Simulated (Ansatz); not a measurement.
Cost and result up the ladder for the cluster MgI₂ (the lowest singlet isomer of a short search) (3 atoms). The state is a singlet with charge 0. Geometry: r2SCAN-D4/def2-TZVP.

```xyz
3

Mg    0.000    0.000    0.003
I     1.147    2.218    0.403
I    -1.146   -2.218   -0.407
```

Ansatz on 4 threads of Arm Neoverse V1 on a shared host. Times are rough, and most runs start from the orbitals of an earlier one. ωB97X-V/def2-TZVP serves as the yardstick here, not as an exact answer. Differences are given only for rows in sets of like size (and for xTB, whose basis is part of the method), since another set adds its own error. Binding counts from free atoms at the same level (Mg singlet, I doublet; other spins of the atoms weren't run), without zero-point energy or a counterpoise term.

In the def2 sets I takes a core potential; there is no spin–orbit coupling. B3LYP takes the VWN-RPA correlation. Correlated methods freeze 9 core orbitals; core or outer-core shells of Mg, I are correlated, in sets that lack core-valence functions. The structure comes from a short search, and lower isomers may exist.

Correlated methods converge slowly with the basis.

```
                         level  functions  binding energy per atom (eV)  difference from ωB97X-V/def2-TZVP (eV)
                 MP2/def2-TZVP        132                          2.05                                    0.06
           r2SCAN-D4/def2-TZVP        132                          2.05                                    0.07
              B97M-V/def2-TZVP        132                          1.91                                   -0.07
PBE-D4/def2-TZVP (with forces)        132                          1.97                                   -0.01
            PBE0-D4/def2-TZVPD        153                          1.99                                    0.01
            B3LYP-D4/def2-TZVP        132                          1.89                                   -0.10
               PBE-D4/def2-SVP         70                          1.97                                       –
              B2PLYP/def2-TZVP        132                          1.91                                   -0.07
             ωB97X-V/def2-TZVP        132                          1.98                                    0.00
             PBE0-D4/def2-TZVP        132                          1.98                                    0.00
             PBE-D4/def2-TZVPD        153                          1.97                                   -0.01
          r2SCAN-D4/def2-TZVPD        153                          2.06                                    0.07
             RPA@PBE/def2-TZVP        132                          1.64                                   -0.34
                  HF/def2-TZVP        132                          1.56                                   -0.42
```

(1) Estimate how long each takes.

## Answers

(1) PBE-D4/def2-SVP 0.5 s; HF/def2-TZVP 0.95 s; MP2/def2-TZVP 1 s; PBE-D4/def2-TZVP (with forces) 1.1 s; B3LYP-D4/def2-TZVP 1.2 s; PBE0-D4/def2-TZVP 1.2 s; PBE-D4/def2-TZVPD 1.3 s; r2SCAN-D4/def2-TZVP 1.7 s; PBE0-D4/def2-TZVPD 1.7 s; B2PLYP/def2-TZVP 2.1 s; RPA@PBE/def2-TZVP 2.1 s; r2SCAN-D4/def2-TZVPD 2.2 s; ωB97X-V/def2-TZVP 3.2 s; B97M-V/def2-TZVP 3.6 s. On shared hardware such times vary by a factor of up to 3.
